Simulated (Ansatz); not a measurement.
`C#[C][SnH2][F]` + H₂O → `[OH][SnH2][F]` + `C#C` at 700 K and 1 bar (formal hydrolysis of the Sn–C bond).

Gas-phase electronic energies from Ansatz, PBE0-D4/def2-TZVP geometries. CBS: MP2 limit from def2 TZ/QZ plus the TZ coupled-cluster correction, frozen cores. This one scheme is used for every species. Elements past krypton have def2 core potentials. For Sn outer-core shells are correlated without core-valence functions, which leaves a few kJ/mol of doubt a bond. One conformer a species, not always the lowest.

| species | CCSD(T)/CBS energy (Eh) | H − E (kJ/mol) | S (J/(mol·K)) |
| --- | --- | --- | --- |
| `C#[C][SnH2][F]` | -391.67763 | 152.2 | 420.8 |
| H₂O | -76.37941 | 80.5 | 218.4 |
| `[OH][SnH2][F]` | -390.83308 | 129.4 | 387.4 |
| `C#C` | -77.22717 | 102.1 | 244.4 |

H − E and S are ideal-gas, rigid-rotor, harmonic terms from PBE0-D4/def2-TZVP, for one conformer and one mirror image of each species. 1 Eh = 2625.50 kJ/mol, R = 8.31446 J/(mol·K).

Question: By hand: ΔE, ΔH, ΔS and ΔG.

Answer: ΔE = (-390.83308) + (-77.22717) − (-391.67763) − (-76.37941) = -0.00321 Eh = -8.4 kJ/mol. Δ(H − E) = 129.4 + 102.1 − 152.2 − 80.5 = -1.2, so ΔH = -9.6 kJ/mol. ΔS = 387.4 + 244.4 − 420.8 − 218.4 = -7.4 J/(mol·K). ΔG = -9.6 − 700 × (-7.4)/1000 = -4.4 kJ/mol.

Question: By hand: the equilibrium constant, and the temperature at which ΔG would vanish if ΔH and ΔS stayed fixed.

Answer: log₁₀ K = −ΔG/(RT ln 10) = 0.3. ΔG = 0 at ΔH/ΔS = 1297 K, though so small a ΔH makes that figure unsure.

TΔS isn't small against ΔH here. The sign of ΔG lies within the doubt. A doubt of 5 kJ/mol in ΔE shifts log₁₀ K by 0.4 here. Other conformers and mirror images would add mixing entropy, several J/(mol·K) or more a flexible species. These are equilibria of isolated gas molecules and say nothing of rates. Largest T1 diagnostic: 0.014 (customary marks: 0.02 for closed shells, 0.045 for open ones).
